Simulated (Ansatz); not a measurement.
Molecule: sum formula Sn₂OH₅, net charge 0, doublet state. It need not be the lowest isomer of its formula. 
Structure (B3LYP-D3(BJ)/def2-TZVP (Ansatz, an electronic-structure program) minimum search):
SMILES: [SnH2][O][SnH3]
```xyz
8

O     -0.1891     0.2778    -0.6536
Sn    -1.4960    -1.0587    -0.0098
H     -2.9009    -0.7239    -0.9776
H     -1.7997    -0.6640     1.6652
Sn     1.5046     0.9729     0.0848
H      1.4491     2.6604    -0.1750
H      2.7728     0.2233    -0.7853
H      1.5595     0.5732     1.7519
```
Charge 0, spin multiplicity 2.

Basis-set convergence of Hartree-Fock and CCSD(T) correlation energies (hartree) with Ansatz. Valence correlation only, unless marked. UHF or UKS for open shells. No spin-orbit coupling. Frozen are the shells of the preceding noble gas and the d and f shells that filled before the atom's block. In def2 rows, elements after Kr have scalar-relativistic effective core potentials.

```
basis       functions       E(HF)  E(corr, CCSD(T))
----------  ---------  ----------  ----------------
def2-SVP           91  -504.35538          -0.40323
def2-TZVPP        201           ?                 ?
```

Problem. Complete the blanks.

Solution. 
- def2-TZVPP, E(HF): -504.47782
- def2-TZVPP, E(corr, CCSD(T)): -0.50321
